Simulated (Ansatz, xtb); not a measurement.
**C4H2F4O: 7 structures ranked**

7 gas-phase structures of C4H2F4O, from a drawn sample of its isomers (lower ones may exist). Each was relaxed with GFN2-xTB; where two conformers were screened, the lower at r2SCAN-D4/def2-SVP is listed:

A. `O=C=C(F)CC(F)(F)F`, a singlet
B. `FC1=CC(F)(F)O[C@@H]1F`, a singlet
C. `FC1=C(F)C(F)(F)OC1`, a singlet
D. `FC1=CO[C@H](F)C1(F)F`, a singlet
E. `C=C(C(=O)F)C(F)(F)F`, a singlet
F. `O=C(F)/C=C\C(F)(F)F`, a singlet
G. `C=C(F)C(=O)C(F)(F)F`, a singlet

Question: Which do you expect lowest at r2SCAN-D4/def2-SVP, and how would the others follow?

Answer: Calculated order at r2SCAN-D4/def2-SVP: E (0.0), F (16.9), B (71.4), G (87.7), C (117.6), A (125.0), D (144.1) kJ/mol.

Energies above the lowest of each column, in kJ/mol; the last columns are at PBE0-D3(BJ)/def2-SVP geometries and were run for some of them only (a dash: not run or not comparable):

| structure | GFN2-xTB | HF/STO-3G | r2SCAN-D4/def2-SVP | PBE0-D3(BJ)/def2-SVP | CCSD(T)/def2-SVP + ΔMP2/def2-TZVPP |
| --- | --- | --- | --- | --- | --- |
| E | 36.3 | 90.7 | 0.0 | 0.0 | 0.0 |
| F | 45.5 | 96.2 | 16.9 | 16.7 | 16.0 |
| B | 0.0 | 0.0 | 71.4 | 56.7 | 61.3 |
| G | 105.3 | 135.1 | 87.7 | – | – |
| C | 26.3 | 17.3 | 117.6 | – | – |
| A | 76.0 | 156.8 | 125.0 | – | – |
| D | 37.7 | 43.0 | 144.1 | – | – |

CCSD(T)/def2-SVP + ΔMP2/def2-TZVPP puts E lowest of those it was run on; GFN2-xTB picks B, HF/STO-3G picks B. Some further structures that were screened fall inside this span and aren't listed. Flexible structures stand in one conformer each, not always the lowest. F keeps a small imaginary mode. Frequencies (GFN2-xTB) were run for B, E, F alone. The ΔMP2 step shifts differences by up to 26.1 kJ/mol, which makes them less sure. ΔMP2 is the change of the MP2 energy from the smaller to the larger basis.

Over these structures GFN2-xTB departs from r2SCAN-D4/def2-SVP by 52.4 kJ/mol on average once a common shift is removed. A GFN2-xTB relaxation took about 0.067 s and the r2SCAN-D4/def2-SVP energy about 1.8 s on a shared host (Ansatz 0.2.0, xtb 6.7.1).
